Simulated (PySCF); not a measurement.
# Basis and Hamiltonian dependence of the electron affinity of As

As⁻ [Ar] 3d10 4s2 4p4 (3P) → As [Ar] 3d10 4s2 4p3 (4S). All values are computed (PySCF 2.14, energy differences of UHF-based or UKS calculations, no spin-orbit coupling). Values in eV.

```csv
basis,Hamiltonian,functions,UHF,LDA,PBE0,MP2 (valence),CCSD(T) (valence),CCSD(T) (valence and next inner shell)
aug-cc-pVDZ-PP with ECP10MDF,ECP,32,-0.339,1.011,0.708,0.257,0.357,n/a
aug-cc-pVDZ-DK,spin-free X2C,36,-0.339,1.024,0.714,0.254,0.354,n/a
ANO-RCC-VTZP,spin-free X2C,43,-0.311,1.068,0.748,0.404,0.558,0.573
aug-cc-pwCVDZ-PP with ECP10MDF,ECP,48,-0.338,1.029,0.724,0.259,0.360,0.361
def2-TZVPPD,non-relativistic,54,-0.703,0.532,0.322,-0.074,0.069,0.086
"x2c-TZVPPall with one added diffuse shell each of s, p, d type",spin-free X2C,57,-0.292,1.067,0.755,0.410,0.549,0.560
aug-cc-pVTZ-DK,spin-free X2C,59,-0.298,1.064,0.752,0.454,0.607,n/a
"aug-cc-pVTZ-PP with one added diffuse shell each of s, d, f type with ECP10MDF",ECP,68,-0.298,1.047,0.743,0.456,0.609,n/a
dyall-av2z,non-relativistic,92,-0.261,1.088,0.794,0.319,0.415,n/a
aug-cc-pwCVTZ-PP with ECP10MDF,ECP,96,-0.297,1.052,0.747,0.460,0.613,n/a
"x2c-QZVPPall with one added diffuse shell each of s, p, d, f type",spin-free X2C,113,-0.298,1.064,0.751,0.505,n/a,n/a
"aug-cc-pVQZ-PP with one added diffuse shell each of s, p, d, f, g type with ECP10MDF",ECP,114,-0.291,1.071,0.758,0.538,n/a,n/a
dyall-av3z,spin-free X2C,144,-0.296,1.070,0.755,0.460,n/a,n/a
```

**Question.** Estimate the row for aug-cc-pVTZ-PP with ECP10MDF (ECP, 55 functions).

**Answer.** From the rows with the same Hamiltonian and similar size; the calculation gives UHF -0.30; LDA 1.05; PBE0 0.74; MP2 (valence) 0.45; CCSD(T) (valence) 0.61 (eV).

Frozen in the all-electron rows: valence: [Ar] 3d10; valence and next inner shell: [Ne]; with a core potential, the same shells as far as they lie outside it.

Non-relativistic rows lack the scalar-relativistic shift.

In most of these bases the highest occupied level of the anion is positive at LDA, PBE0, so the basis helps to hold the electron.

Between the lowest levels the reference is 0.804 eV (measured; photodetachment measurements, as compiled on the Wikipedia data page of electron affinities); it includes spin-orbit coupling, which these numbers lack.
